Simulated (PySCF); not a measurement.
A calculated (UHF, PySCF 2.14, x2c-TZVPall, scalar relativity by spin-free X2C-1e) atom or ion has these occupied shells.

```
shell  electrons  orbital energy (eV)  rms radius, mean of both spins (bohr)
 1s α          1              -444.32                                  0.265
 1s β          1              -442.28                                  0.265
 2s α          1              -44.184                                   1.37
 2s β          1              -35.565                                   1.37
 2p α          2              -30.373                                   1.39
```

Task: Name the element and its charge.

Result: N+ (nitrogen, charge +1), in [He] 2s2 2p2, high-spin 3P determinant.
